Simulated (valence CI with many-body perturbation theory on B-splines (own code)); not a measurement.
E1 transitions of Tm18+

Level of theory: configuration interaction combined with many-body perturbation theory (CI+MBPT): five valence electrons over a frozen Dirac-Fock core [Kr] 4d10, radial functions for each j: 7 s, 7 p, 7 d, 7 f, 4 g, 2 h, with the one-electron correlation potential Σ1 (screened to all orders), the two-electron term Σ2, the three-electron term Σ3, Breit, model QED; selected single and double excitations, second order for the rest, scaled by the run's own slope (own B-spline code, finite nucleus).

No measured spectrum was set against this ion. As an estimate, terms of the open shell hold to a few per cent of their energy, and close levels can change places. Among the levels kept, up to 1100 cm⁻¹ of a level comes from second order outside the variational space, and about a tenth of that is noise between levels of different J, which matters for small intervals.

Lines 51 to 77 of 77 in falling wavelength, among levels below 223360 cm⁻¹, chosen from the strongest by gf and those to the six lowest levels. Wavelengths and rates use the calculated energies, so an error of 2000 cm⁻¹ moves a line at 70.52 nm by 1.4 % and its rate by three times that or more. Electric multipoles are in the length gauge, E1 and E2 with the static RPA response of the core. Weak lines are less certain than strong ones. Lines between different terms over intervals too small for the method are left out, as are lines whose strength nearly cancels. Where a level lies close to another of its J and parity, the split of strength between their lines is uncertain. The highest levels of a list are the least certain.

Names give the largest LS component (configuration and term), which can be under half, so a name can repeat, a term be missing and a line seem to break the LS rules; names also repeat where a configuration has a term twice. Letters in brackets count levels of one name in rising energy.

| λ vac (nm) | Upper | Lower | A (s⁻¹) | S (a.u.) |
| --- | --- | --- | --- | --- |
| 70.52 | 4f4 5s 6I_7/2 | 4f5 4F°_5/2 [b] | 8.11e+00 | 1.12e-08 |
| 69.69 | 4f4 5s 6I_7/2 | 4f5 4F°_7/2 [b] | 3.13e+00 | 4.19e-09 |
| 69.03 | 4f4 5s 6I_7/2 | 4f5 4P°_5/2 [b] | 2.82e-01 | 3.66e-10 |
| 67.48 | 4f4 5s 6I_7/2 | 4f5 2F°_5/2 [a] | 3.47e+01 | 4.21e-08 |
| 67.38 | 4f4 5s 6I_7/2 | 4f5 4I°_9/2 [b] | 1.76e+01 | 2.13e-08 |
| 67.18 | 4f4 5s 6I_7/2 | 4f5 4F°_9/2 [c] | 3.08e+00 | 3.69e-09 |
| 65.45 | 4f4 5s 6I_7/2 | 4f5 4F°_9/2 [b] | 3.76e+00 | 4.17e-09 |
| 65.06 | 4f4 5s 6I_7/2 | 4f5 6P°_7/2 | 5.30e-02 | 5.77e-11 |
| 64.70 | 4f4 5s 6I_7/2 | 4f5 4G°_5/2 [b] | 3.67e+00 | 3.92e-09 |
| 63.99 | 4f4 5s 6I_7/2 | 4f5 4G°_7/2 [b] | 3.62e+01 | 3.74e-08 |
| 63.57 | 4f4 5s 6I_7/2 | 4f5 4H°_9/2 [a] | 3.97e+01 | 4.03e-08 |
| 62.78 | 4f4 5s 6I_7/2 | 4f5 6P°_5/2 | 2.08e+01 | 2.03e-08 |
| 62.47 | 4f4 5s 6I_7/2 | 4f5 4F°_7/2 [a] | 1.50e+00 | 1.44e-09 |
| 62.26 | 4f4 5s 6I_7/2 | 4f5 4F°_9/2 [a] | 7.79e+01 | 7.43e-08 |
| 61.99 | 4f4 5s 6I_7/2 | 4f5 4H°_7/2 [a] | 5.58e+01 | 5.24e-08 |
| 61.33 | 4f4 5s 6I_7/2 | 4f5 4D°_7/2 [a] | 2.80e+00 | 2.55e-09 |
| 59.01 | 4f4 5s 6I_7/2 | 4f5 4F°_5/2 [a] | 6.95e+01 | 5.64e-08 |
| 58.86 | 4f4 5s 6I_7/2 | 4f5 4G°_9/2 [a] | 2.25e+01 | 1.81e-08 |
| 57.69 | 4f4 5s 6I_7/2 | 4f5 4P°_5/2 [a] | 7.04e+01 | 5.33e-08 |
| 56.22 | 4f4 5s 6I_7/2 | 4f5 4G°_7/2 [a] | 1.27e+01 | 8.92e-09 |
| 56.19 | 4f4 5s 6I_7/2 | 4f5 4I°_9/2 [a] | 7.96e+02 | 5.57e-07 |
| 53.75 | 4f4 5s 6I_7/2 | 4f5 4G°_5/2 [a] | 4.09e+01 | 2.51e-08 |
| 51.17 | 4f4 5s 6I_7/2 | 4f5 6F°_9/2 | 7.81e-02 | 4.13e-11 |
| 50.02 | 4f4 5s 6I_7/2 | 4f5 6F°_7/2 | 3.34e-02 | 1.65e-11 |
| 49.13 | 4f4 5s 6I_7/2 | 4f5 6F°_5/2 | 2.95e+01 | 1.38e-08 |
| 46.35 | 4f4 5s 6I_7/2 | 4f5 6H°_7/2 | 2.80e+02 | 1.10e-07 |
| 45.42 | 4f4 5s 6I_7/2 | 4f5 6H°_5/2 | 6.81e+03 | 2.52e-06 |
